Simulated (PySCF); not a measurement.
**PrP: energy against distance**

Set-up: PySCF, spin-free X2C with a Gaussian nucleus, basis sets Pr x2c-SVPall, P x2c-SVPall. Energies in eV from Pr (4f3 6s2) + P in their ground configurations at the same level. State: triplet, about 2.3 electrons in the 4f shell (Mulliken), real f orbitals that mix terms.

All columns are PBE0. A positive dipole means Pr(−)P(+).

```tsv
R (Å)	E (eV)	μ (D)	Mulliken charge on Pr (basis-dependent)	HOMO (eV)	LUMO (eV)	Mayer bond order	⟨S²⟩
2.001	-1.218	-5.85	0.04	-3.88	-1.77	3.22	2.06
2.094	-2.064	-6.47	0.10	-4.00	-1.89	3.21	2.05
2.187	-2.534	-6.96	0.15	-4.12	-2.02	3.18	2.05
2.257	-2.701	-7.26	0.18	-4.20	-2.11	3.17	2.05
2.327	-2.748	-7.51	0.20	-4.28	-2.19	3.15	2.05
2.397	-2.702	-7.69	0.22	-4.36	-2.25	3.12	2.07
2.490	-2.556	-7.72	0.24	-4.31	-2.29	3.00	2.26
2.606	-2.323	-7.50	0.28	-4.18	-2.30	2.74	2.62
2.746	-2.022	-7.35	0.31	-4.02	-2.27	2.40	2.97
```

A fit through these points gives, at Re = 2.324 Å, μ = -7.50 D and dμ/dR = -3.28 D/Å; the reduced mass is 25.39 u.

**Question.** How strong is the fundamental in the double-harmonic approximation, I = 42.26·(dμ/dR)²/μred km/mol?

**Answer.** I = 42.26·(-3.28)²/25.39 = 17.9 km/mol at PBE0.

⟨S²⟩ of the unrestricted solution departs from its pure value on part of the curve, where spin states mix. These are scalar-relativistic numbers at best; spin–orbit coupling would shift them, the dissociation energy most. The state is the lowest single determinant that the PBE0 search found; with open d or f shells the true ground state can be another one.
